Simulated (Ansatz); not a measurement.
Job for Ansatz (a first-principles code): R-B3LYP/def2-TZVPPD on CH7NOSi (a complex). Files ending in .json are basis or fitting sets from the Basis Set Exchange.

Ansatz 0.2 input:
```yaml
crystal:
  periodic: [false, false, false]
  atoms:
    - {symbol: Si, position_ang: [-0.01403670, -0.00036480, 0.16241460]}
    - {symbol: H, position_ang: [0.61465938, 1.04075699, 1.01291208]}
    - {symbol: H, position_ang: [0.23914788, 0.38959032, -1.24868458]}
    - {symbol: H, position_ang: [-1.47000788, -0.03709266, 0.39428840]}
    - {symbol: H, position_ang: [0.62066218, -1.30879196, 0.41315955]}
    - {symbol: N, position_ang: [0.83519716, 0.55814903, 4.02699353]}
    - {symbol: C, position_ang: [-0.04482871, -0.46883156, 4.04830191]}
    - {symbol: O, position_ang: [-0.59905859, -0.92882407, 3.07324436]}
    - {symbol: H, position_ang: [1.05839677, 0.99916810, 3.14850677]}
    - {symbol: H, position_ang: [1.25609252, 0.89996951, 4.87238434]}
    - {symbol: H, position_ang: [-0.21577782, -0.86311652, 5.06593548]}
basis:
  gaussian:
    orbitals: def2-TZVPPD.json
hamiltonian:
  xc: {name: B3LYP}
scf: {lower_state_search: off}
```

The log:

```
Functional definition: B3LYP
[...]
these checks for a lower state are left out or cut short: stability, starts, cluster_reference, orbital_swaps, neighbouring_geometries, increment
integrals: 0.21 GiB planned
1265 factors; their error is unknown
mean field: 1.77 GiB planned
mean field evaluation 1: about -12561.3173 eV, gradient 6.4e1 eV
mean field evaluation 2: about -12547.2858 eV, gradient 1.1e2 eV
mean field evaluation 4: about -12568.6258 eV, gradient 8.7e0 eV
mean field evaluation 8: about -12568.7640 eV, gradient 1.5e-1 eV
mean field evaluation 16: about -12568.7792 eV, gradient 6.3e-5 eV
mean field -12568.77917072 eV, -461.8941150996 hartree, gradient 2.7e-6 eV, S^2 0.000000; 0 other end points of the search recorded, 0 dependent functions left out
reference -12568.77947397 eV, -461.8941262436 hartree; 21, 21 occupied and 260, 260 virtual orbitals, 1265 factors
Total energy: -12568.77947397 eV, -461.8941262436 hartree
Checks for a lower state left out: stability, starts, cluster_reference, orbital_swaps, neighbouring_geometries, increment
```

The calculation finished and met its thresholds.

Cost: roughly 6 core-seconds.
